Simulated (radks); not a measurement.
Initial-state core-level shifts of the chromium ion Cr3+ when its valence configuration changes from [Ar] 3d3. Calculated with a radial shooting solver on a logarithmic mesh with Libxc functionals: non-relativistic Kohn-Sham, PBE, spin-unpolarised, spherical densities, point nucleus. Shifts are changes of the shell-averaged eigenvalues in eV (positive: less bound); the change of the density at the nucleus, which sets a Mossbauer isomer shift, is in e/bohr^3, on a base of 9324.

valence               2s       2p       3s       3p  density at nucleus
3d2.5 4p0.5       -5.393   -5.342   -4.396   -4.263             +1.1189
3d2 4s1          -10.045   -9.948   -7.878   -7.622            +10.6542
3d2 4p1          -11.088  -10.983   -8.915   -8.645             +2.3804
4s2 4p1          -34.719  -34.418  -25.991  -25.202            +29.0750
3d1.5 4s1.5      -15.540  -15.394  -12.025  -11.636            +16.8143
3d2.5 4s0.5       -4.860   -4.812   -3.862   -3.736             +5.0555
3d1.5 4s0.5 4p1  -16.561  -16.406  -13.032  -12.630             +8.1590
3d1 4p2          -23.312  -23.096  -18.220  -17.673             +5.3265
4s1 4p2          -35.647  -35.333  -26.889  -26.088            +18.9994
